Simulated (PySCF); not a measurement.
## Electron affinity of Tc by level of theory

Tc⁻ [Kr] 4d6 5s2 (5D) → Tc [Kr] 4d5 5s2 (6S), as a difference of total energies. All numbers are calculated (PySCF 2.14, scalar relativity through the core potential, in def2-TZVPPD with the def2 core potential (28 electrons) (6s4p3d2f1g, 56 functions)). Correlated levels: valence: 4s2 4p6 frozen. The calculations carry no spin-orbit coupling.

| method | electron affinity (eV) |
| --- | --- |
| UHF | -1.440 |
| MP2 (valence) | -0.227 |
| SCS-MP2 (valence) | 0.002 |
| CCSD (valence) | -0.234 |
| CCSD(T) (valence) | -0.122 |

A negative affinity means that the anion lies above the atom at that level of theory.
